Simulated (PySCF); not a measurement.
PySCF 2.14 output of a UHF calculation on a single atom or ion in def2-QZVPPD, with no relativity, point nucleus:

```
SCF conv_tol = 1e-09
number electrons alpha = 5  beta = 2
cycle= 1 E= -54.4044293288521  delta_E= -1.21e-11  |g|= 9.67e-07  |ddm|= 7.42e-06
converged SCF energy = -54.4044293288521  <S^2> = 3.7579047  2S+1 = 4.0039504
```

The run itself started from symmetry-adapted Hartree-Fock orbitals and held the occupation by maximum overlap, so the iterations belong to that start.

**Question.** Which element, charge and spin multiplicity is this?

**Answer.** N (nitrogen, neutral), multiplicity 4; the state was [He] 2s2 2p3, high-spin 4S determinant.
